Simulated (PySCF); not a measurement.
Which enantiomer?

Theory: TDDFT B3LYP/def2-SVPD circular dichroism and optical rotation, one conformer, gas phase (PySCF 2.14.0). Geometry: GFN2-xTB.

States above about 7.9 eV (minus the energy of the highest occupied orbital) lie near or above the ionisation threshold and depend on the basis.

Values for one enantiomer of C6H8ClF, R in 10⁻⁴⁰ esu² cm² (velocity form):
```csv
λ (nm),f,R
182,0.005,-1.3
178,0.002,+1.3
165,0.003,+12.0
164,0.008,-17.9
162,0.011,-13.5
160,0.006,+3.1
159,0.026,+29.2
158,0.011,-7.9
155,0.015,-12.5
154,0.0009,-3.5
152,0.015,+19.5
152,0.015,+13.7
```

[α] at 589.3 nm: +91 deg dm⁻¹ (g/mL)⁻¹ (origin-invariant length gauge).

Question: Which structure gives these signs?
A. F[C@H]1C[C@@H]2[C@H]1C[C@H]2Cl
B. F[C@@H]1C[C@H]2[C@@H]1C[C@@H]2Cl

Answer: B. Its CIP labels in SMILES order are R, S, S, S; the other enantiomer gives every sign reversed.

Geometry of F[C@@H]1C[C@H]2[C@@H]1C[C@@H]2Cl as run:
```xyz
16

F    -1.026   -2.102    0.295
C    -1.224   -0.773    0.577
C    -1.374    0.132   -0.655
C    -0.163    0.958   -0.189
C     0.032   -0.001    1.006
C     1.338   -0.509    0.372
C     1.163    0.479   -0.791
Cl    2.411    1.743   -0.851
H    -2.053   -0.731    1.288
H    -2.312    0.678   -0.693
H    -1.226   -0.394   -1.596
H    -0.301    2.029   -0.083
H     0.080    0.322    2.041
H     2.218   -0.316    0.979
H     1.323   -1.557    0.082
H     1.107    0.051   -1.792
```
